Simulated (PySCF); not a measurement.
# Dipole response of Ga+ (gallium, charge +1)

[Ar] 3d10 4s2, closed-shell 1S. Computed with PySCF 2.14 in def2-TZVPPD, with the non-relativistic Hamiltonian (point nucleus). Coupled (time-dependent) response in atomic units; α is the mean over directions.

```csv
method,mean α (bohr³),C₆ (like pair),S(−4)
UHF,22.19,116.5,245.7
PBE,18.22,89.86,160.8
PBE0,19.12,95.57,178.9
BP86,17.90,87.59,155.2
CAM-B3LYP,18.49,91.08,167.6
```

S(−4) is the Cauchy moment in α(ω) = α(0) + S(−4) ω² + …

α(iu) at UHF:

| u (hartree) | α(iu) (bohr³) |
| --- | --- |
| 0 | 22.19 |
| 0.0500 | 21.59 |
| 0.100 | 19.98 |
| 0.200 | 15.48 |
| 0.300 | 11.38 |
| 0.500 | 6.408 |
| 0.750 | 3.685 |
| 1.00 | 2.433 |
| 1.50 | 1.337 |
| 2.00 | 0.8644 |
| 3.00 | 0.4563 |
| 5.00 | 0.1946 |

A single London oscillator, α(iu) = α/(1 + u²/ω²), gives C₆ = (3/4) ω α². Matching the computed C₆ needs ω = 4 × 116.5 / (3 × 22.19²) = 0.315 hartree.

For an ion, C₆ is the dispersion term alone; charge-induced terms of lower order in 1/R come first.
